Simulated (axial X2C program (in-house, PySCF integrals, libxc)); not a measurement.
**WH⁺: nuclear properties from DFT to coupled cluster**

Computed with an in-house all-electron X2C program for linear molecules (integrals from PySCF): two-component X2C with atomic mean-field Coulomb and Gaunt terms, Gaussian nuclei, basis W dyall-acv3z, H dyall-av3z with contracted cores.

R = 1.685 Å (near the PBE0 minimum at charge 1 of the determinant lowest at the starting distance; the state shown can have its own minimum elsewhere); state Ω = 1 (⟨Sz⟩ = 1.97, ⟨Lz⟩ = -0.97 at PBE0).

| level | Eeff magnitude (GV/cm) | Ws magnitude W (kHz) | A∥/gI W (MHz) | A∥/gI H (MHz) |
| --- | --- | --- | --- | --- |
| PBE0 | 8.1 | 7.65 | 4810 | -16.2 |
| HF | 2.8 | 2.48 | 4090 | -30 |
| B3LYP | 9.27 | 8.64 | 4780 | -12.5 |

Eeff is the effective electric field on the electron electric dipole moment in this Ω state and Ws the scalar–pseudoscalar constant of the nucleus named (defined with the proton number Z and per Ω); A∥ (defined per Ω) follows by multiplying with gI = μI/(I μN). The operators were transformed with the bare-nucleus X2C matrices; with these basis sets, hyperfine constants and field gradients can be off by tens of per cent, and where levels differ in sign neither size nor sign is settled.

Finite-field MP2, CCSD and CCSD(T), with 14 electrons correlated in 130 natural virtual spinors (MP2 remainder added):

| level | Eeff magnitude (GV/cm) | Ws magnitude W (kHz) | A∥/gI W (MHz) | A∥/gI H (MHz) |
| --- | --- | --- | --- | --- |
| MP2 | 8.5 | 7.73 | 4190 | -12.4 |
| CCSD | 6.33 | 5.68 | 4170 | -13.6 |
| CCSD(T) | 6.84 | 6.13 | 4130 | -11.9 |

T1 = 0.020 (Lee–Taylor). One unrestricted determinant, the lowest of a limited PBE0 search, is the reference; the functionals treat spin collinearly. With several open shells it need not be a pure state. Eeff spreads by more than a factor of two over the levels. Correlation of the inner shells is missing, which matters for properties at the nucleus. Number of frozen shells: W 4 s, 3 p, 2 d, 1 f; H none.

(1) By how much does correlation change each value, CCSD(T) against HF?

## Answers

(1) Eeff magnitude 144 %; Ws magnitude W 147 %; A∥/gI W 1 %; A∥/gI H -60 %.
